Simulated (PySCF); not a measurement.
A species of formula C8H12O2 has this rotational fingerprint, computed with PySCF 2.14.0, PBE0-D3(BJ)/def2-SVP geometry optimisation, gas phase:

```
Rotational constants : A = 2573, B = 663.0, C = 571.0 MHz
Dipole components    : |μa| = 0.74 D, |μb| = 2.12 D, |μc| = 0.16 D
Inertial defect      : -73.64 u·Å²
κ                    : -0.91
```

**Question.** Which structure is it? (One computed conformer of each.)
A. `[O:1]=[CH:2][O:3][C@@H:4]1[CH2:5][CH2:6][C:7]2([CH2:8][CH2:9]2)[CH2:10]1` with O1–C2–O3–C4 -1°, C2–O3–C4–C5 -165°, O3–C4–C5–C6 -162°, C4–C5–C6–C7 40°, C5–C6–C7–C8 117°, C6–C7–C8–C9 111°
B. `[CH3:1][C:2](=[O:3])[O:4][C:5]1=[CH:6][CH2:7][CH2:8][CH2:9][CH2:10]1` with C1–C2–O4–C5 177°, C2–O4–C5–C6 6°, C5–C6–C7–C8 14°, C6–C7–C8–C9 -45°, C7–C8–C9–C10 61°, C8–C9–C10–C5 -45°
C. `[CH2:1]=[CH:2][CH2:3][O:4][C:5](=[O:6])/[C:7]([CH3:8])=[CH:9]/[CH3:10]` with C1–C2–C3–O4 120°, C2–C3–O4–C5 82°, C3–O4–C5–O6 0°, O4–C5–C7–C8 -178° (allyl tiglate)
D. `[CH2:1]=[C:2]1[CH2:3][CH2:4][CH2:5][C@H:6]([C:7](=[O:8])[OH:9])[CH2:10]1` with C5–C6–C7–O8 -104°, C6–C7–O9–H -178°, C1–C2–C3–C4 126°, C2–C3–C4–C5 53°, C3–C4–C5–C6 -55°, C4–C5–C6–C7 179°

**Answer.** C. It is C=CCOC(=O)/C(C)=C/C, a near-prolate asymmetric top, point group C1. The candidates at the same level (rigid rotor, commonest isotopes):

```json
{"SMILES": "C=CCOC(=O)/C(C)=C/C", "A (MHz)": "2573", "B (MHz)": "663.0", "C (MHz)": "571.0", "μa (D)": "0.74", "μb (D)": "2.12", "μc (D)": "0.16", "Δ (u·Å²)": "-73.64", "point group": "C1", "rotor": "near-prolate asymmetric top"}
{"SMILES": "CC(=O)OC1=CCCCC1", "A (MHz)": "3215", "B (MHz)": "763.0", "C (MHz)": "635.4", "μa (D)": "0.51", "μb (D)": "1.93", "μc (D)": "0.12", "Δ (u·Å²)": "-24.11", "point group": "C1", "rotor": "near-prolate asymmetric top"}
{"SMILES": "O=CO[C@@H]1CCC2(CC2)C1", "A (MHz)": "2858", "B (MHz)": "800.5", "C (MHz)": "701.2", "μa (D)": "1.22", "μb (D)": "1.34", "μc (D)": "0.69", "Δ (u·Å²)": "-87.34", "point group": "C1", "rotor": "near-prolate asymmetric top"}
{"SMILES": "C=C1CCC[C@H](C(=O)O)C1", "A (MHz)": "2423", "B (MHz)": "880.0", "C (MHz)": "725.9", "μa (D)": "0.01", "μb (D)": "1.54", "μc (D)": "0.82", "Δ (u·Å²)": "-86.69", "point group": "C1", "rotor": "asymmetric top"}
```

`C=C1CCC[C@H](C(=O)O)C1` has B 33 % too high; `CC(=O)OC1=CCCCC1` has A 25 % too high; `O=CO[C@@H]1CCC2(CC2)C1` has C 23 % too high. No structure here is proved a minimum.
